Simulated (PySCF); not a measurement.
**UHF on N²⁺ (nitrogen, charge +2)**

Configuration: [He] 2s2 2p1, 2P determinant. Computed with PySCF 2.14 in pcseg-2, with no relativity, point nucleus.

- Total energy: -52.814263 hartree
- One-electron energy: -65.4620 hartree
- Hartree (Coulomb) energy: 18.3469 hartree
- Exchange energy: -5.6992 hartree
- Kinetic energy: 52.65770 hartree
- ⟨S²⟩: 0.7541
- ⟨L²⟩: 2.011
- Sum of ⟨r⟩: 3.943 bohr
- Sum of ⟨r²⟩: 4.991 bohr²
- Traceless quadrupole moment −½Σ⟨3z² − r²⟩ along its main axis: -0.628 e·bohr²
- Density at the nucleus (Gaussians lack the cusp): 201 bohr⁻³
- Spin density at the nucleus: 0.108 bohr⁻³
- Langevin diamagnetic susceptibility: -3.95 ×10⁻⁶ cm³/mol
- Time after the integrals: 0.07 s of wall time on 1 thread of Neoverse-V1 (shared host)

```
shell  electrons  mean orbital energy (hartree)  rms radius, mean of both spins (bohr)
 1s α          1                      -17.14969                                  0.265
 1s β          1                      -17.10170                                  0.265
 2s α          1                       -2.15817                                   1.29
 2s β          1                       -1.99047                                   1.29
 2p α          1                       -1.76652                                   1.24
```
